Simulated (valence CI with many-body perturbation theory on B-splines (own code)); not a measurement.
## S IV: key properties

Level of theory: configuration interaction combined with many-body perturbation theory (CI+MBPT): three valence electrons over a frozen Dirac-Fock core [Ne], a basis of 9 s, 9 p, 8 d, 6 f, 3 g, 1 h functions for each j, with the one-electron correlation potential Σ1, the two-electron term Σ2, the three-electron term Σ3, Breit, model QED; selected CI, second order for the rest, scaled by the run's own slope (own B-spline code, finite nucleus).

Against 30 measured levels this calculation errs by 105 cm⁻¹ on average and by 190 at most.

Rates and lifetimes use the calculated energies. Strong lines usually hold to 10 to 20 %, long lifetimes can be off by a factor of two.

(1) What is the ground level?

(2) How well does LS coupling describe the low levels?

(3) What is the ionisation energy?

(4) Where does the other parity begin?

(5) How is the term ²P° of the ground level split?

(6) What are the static dipole polarisabilities of the lowest levels?

(7) Name the longest-lived excited levels whose lifetime is computed, and their main decay.

Results:

(1) 3s²3p ²P°_1/2, composition 95 % 3s²3p ²P° + 2 % 3p³ ²P°, g = 0.666.

(2) Among the lowest 20 levels the leading LS term, summed over configurations, holds 100 % on average. For single configurations the figures are 90 % in LS and 65 % in jj coupling. Terms hardly mix: every one of these levels is at least 95 % one term.

(3) 47.355 eV; NIST lists 47.222 ± 0.012 eV (semi-empirical).

(4) At 3s3p² ⁴P_1/2, 71049 cm⁻¹.

(5) J = 1/2 at 0.0, J = 3/2 at 953 cm⁻¹.

(6) 3s²3p ²P°_1/2 5.24; 3s²3p ²P°_3/2 5.26 (tensor 0.24) bohr³, of which the core gives 0.0721.

(7) 3s²3p ²P°_3/2 at 953 cm⁻¹ lives 128 s, mostly by M1 to 3s²3p ²P°_1/2; 3s3p² ⁴P_3/2 at 71394 cm⁻¹ lives 52.4 μs, mostly by E1 to 3s²3p ²P°_3/2; 3s3p² ⁴P_5/2 at 71941 cm⁻¹ lives 20.8 μs, mostly by E1 to 3s²3p ²P°_3/2. The lifetime of 3s3p3d ⁴F°_9/2 is too uncertain to give, and may be longer.
